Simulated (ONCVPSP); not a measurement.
# Which change was made? (Ga, ONCV)

gallium, optimised norm-conserving Vanderbilt (ONCV), made with ONCVPSP 4.0.1 (PBE, scalar-relativistic). Core [Ne], reference 3s2 3p6 3d10 4s1.5 (charge +1.5). Waves: 3s+4s: rc 0.90 bohr, ncon 4, nbas 8, qcut 15.8 1/bohr, 2 projectors; 3p: rc 0.65 bohr, ncon 5, nbas 8, qcut 13.2 1/bohr, 2 projectors, debl 1 Ha; 3d: rc 1.35 bohr, ncon 4, nbas 9, qcut 13.5 1/bohr, 1 projector. Local part: polynomial inside 0.50 bohr (lpopt 5, dvloc0 2 Ha). Core correction: Teter function, fcfact 2.75, rcfact 1.3.

In the p channel the program set the typed energies aside and used -4.153, 0.250 Ha.

Cutoffs, loose and tight: the cutoffs (Ha) at which the residual kinetic energy of the hardest occupied pseudo-wave falls to 1 and 0.1 mHa per electron. They do not see the model core or the augmentation charge, which bear on the density cutoff. Test errors are all-electron minus pseudo excitation energies from the reference, over the configurations 3s2 3p6 3d10 4s2 4p1; 3s2 3p6 3d10 4s2; 3s2 3p6 3d10 4s1; 3s2 3p6 3d10 4s1 4p2; variants that change the core or the reference have their own tests.

The base gives: outcome: generated, projector energies reset by the program; cutoff, loose: 188 Ha; cutoff, tight: 402 Ha; bound ghosts: none; GHOST(+) flags above zero: s; largest test error (meV): +1.7.

**Question.** After one change the result is: outcome: generated, projector energies reset by the program; cutoff, loose: 82 Ha; cutoff, tight: 96 Ha; bound ghosts: none; GHOST(+) flags above zero: s; largest test error (meV): +1.7. Which change was it?
A. p: rc 0.74
B. p: rc 0.46; local potential polynomial inside 0.46 bohr (lpopt 5, dvloc0 2 Ha)
C. p: rc 0.52
D. p: rc 0.9

**Answer.** D. The others give: p: rc 0.46; local potential polynomial inside 0.46 bohr (lpopt 5, dvloc0 2 Ha) → outcome: generated, projector energies reset by the program; cutoff, loose: 971 Ha; cutoff, tight: 1084 Ha; bound ghosts: p; GHOST(+) flags above zero: s, p; largest test error (meV): +1.0 | p: rc 0.52 → outcome: generated, projector energies reset by the program; cutoff, loose: 676 Ha; cutoff, tight: 769 Ha; bound ghosts: p; GHOST(+) flags above zero: s; largest test error (meV): +1.5 | p: rc 0.74 → outcome: generated, projector energies reset by the program; cutoff, loose: 141 Ha; cutoff, tight: 323 Ha; bound ghosts: none; GHOST(+) flags above zero: s; largest test error (meV): +1.7.
